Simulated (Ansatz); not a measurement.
## A relaxation, step by step

BH3BrCl, singlet, PBE0-D4/def2-TZVP (Ansatz 0.2.0). Settings:

```yaml
hamiltonian: {xc: pbe0, dispersion: d4}
relax: {f_tol: 0.005, max_steps: 200}
```

Start, a step off a saddle point along its unstable mode:

```csv
atom,x (Å),y (Å),z (Å)
B1,-0.4086,-0.2944,-0.4403
Cl2,1.2062,0.0960,-1.1366
H3,-0.6054,-1.4455,-0.1441
H4,-1.3190,0.4323,-0.7444
H5,1.0294,0.6342,0.7779
Br6,0.0972,0.5773,1.6876
```

| step | energy less the last (meV) | largest force component (eV/Å) |
| --- | --- | --- |
| 1 | 663.9 | 3.868 |
| 2 | 188.7 | 0.745 |
| 3 | 153.4 | 0.463 |
| 4 | 94.7 | 0.727 |
| 5 | 60.8 | 0.792 |
| 6 | 26.8 | 0.729 |
| 7 | 19.8 | 0.595 |
| 8 | 8.3 | 0.310 |
| 9 | 1.6 | 0.181 |
| 10 (rejected trial) | 55.4 | 1.282 |
| 11 | 0.1 | 0.020 |
| 12 (rejected trial) | 1.3 | 0.091 |
| 13 | 0.0 | 0.007 |
| 14 | 0.0 | 0.001 |

Step 3, positions (Å) and forces (eV/Å):

```csv
atom,x,y,z,Fx,Fy,Fz
B1,-0.486,-0.377,-0.605,0.463,0.225,0.164
Cl2,1.163,0.059,-1.194,-0.405,-0.286,-0.419
H3,-0.639,-1.481,-0.188,-0.001,0.030,-0.164
H4,-1.356,0.413,-0.792,0.049,-0.101,-0.121
H5,1.226,0.772,0.961,-0.031,0.058,0.220
Br6,0.092,0.614,1.819,-0.074,0.075,0.320
```

Step 4, positions (Å) and forces (eV/Å):

```json
{"atom": "B1", "x": "-0.461", "y": "-0.358", "z": "-0.577", "Fx": "0.571", "Fy": "-0.013", "Fz": "-0.717"}
{"atom": "Cl2", "x": "1.137", "y": "-0.008", "z": "-1.375", "Fx": "-0.727", "Fy": "-0.144", "Fz": "0.410"}
{"atom": "H3", "x": "-0.622", "y": "-1.473", "z": "-0.198", "Fx": "0.041", "Fy": "0.064", "Fz": "0.110"}
{"atom": "H4", "x": "-1.337", "y": "0.413", "z": "-0.799", "Fx": "0.050", "Fy": "0.043", "Fz": "0.117"}
{"atom": "H5", "x": "1.234", "y": "0.809", "z": "1.069", "Fx": "-0.381", "Fy": "-0.016", "Fz": "0.402"}
{"atom": "Br6", "x": "0.049", "y": "0.618", "z": "1.880", "Fx": "0.445", "Fy": "0.066", "Fz": "-0.322"}
```

Step 6, positions (Å) and forces (eV/Å):

```
atom       x       y       z      Fx      Fy      Fz
  B1  -0.514  -0.435  -0.752   0.672   0.171  -0.272
 Cl2   1.079  -0.063  -1.479  -0.729  -0.178   0.308
  H3  -0.653  -1.513  -0.267   0.005   0.067  -0.033
  H4  -1.370   0.384  -0.871   0.053  -0.056   0.006
  H5   1.322   0.914   1.293  -0.252  -0.032   0.199
 Br6   0.136   0.714   2.077   0.251   0.029  -0.208
```

Last step (14):

B1  (-0.504, -0.438, -0.774)
Cl2  (1.017, -0.116, -1.573)
H3  (-0.651, -1.504, -0.268)
H4  (-1.364, 0.378, -0.868)
H5  (1.396, 1.005, 1.493)
Br6  (0.105, 0.674, 1.990)
(Å)

The run took about 100 s on 2 CPU threads (shared host).
